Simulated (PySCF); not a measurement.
Correlation energy of Ce (cerium, neutral)

[Xe] 5d2 6s2, high-spin 3F determinant (an excited configuration). Calculation: PySCF 2.14, in x2c-TZVPPall; the spin-free X2C one-electron Hamiltonian (Gaussian nucleus). Frozen: [Kr] 4d10; 12 electrons correlated.

```json
{"level": "CCSD", "correlation energy (mhartree)": "-298.81"}
{"level": "(T)", "correlation energy (mhartree)": "-17.41"}
{"level": "CCSD(T)", "correlation energy (mhartree)": "-316.22"}
```

Diagnostics: T1 = 0.027, D1 = 0.1123, largest double amplitude 0.083.

Question: Is a single reference adequate?

Answer: Mostly. T1 lies below 0.03, but a double amplitude of this size points to a near-degeneracy that CCSD handles and MP2 describes poorly.
